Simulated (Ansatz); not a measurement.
Computed with Ansatz.

A structure relaxed at PBE0-D4/def2-TZVP, charge 0, multiplicity 1:

```xyz
20

C    -0.821   -2.222   -1.024
C    -0.580   -1.999    0.459
C    -1.322   -0.805    1.017
O    -0.972    0.406    0.329
C     0.152    1.006    0.718
O     0.849    0.631    1.622
C     0.443    2.233   -0.109
C     1.888    2.264   -0.544
Cl    2.231    0.954   -1.708
H    -1.883   -2.369   -1.237
H    -0.476   -1.369   -1.611
H    -0.285   -3.105   -1.377
H    -0.903   -2.875    1.032
H     0.488   -1.874    0.658
H    -2.398   -0.901    0.861
H    -1.118   -0.678    2.081
H     0.256    3.104    0.531
H    -0.231    2.289   -0.963
H     2.133    3.200   -1.043
H     2.551    2.111    0.306
```

Give its formula and SMILES.

C6H11ClO2, `CCCOC(=O)CCCl`.

Point group (tolerance 0.08 Å, 0.16 Å for H)?

C1.

Summarise the bond lengths by kind.

4 × C–C 1.508 to 1.519 Å; 11 × C–H 1.088 to 1.096 Å; 3 × C–O 1.202 to 1.436 Å; 1 × C–Cl 1.786 Å.
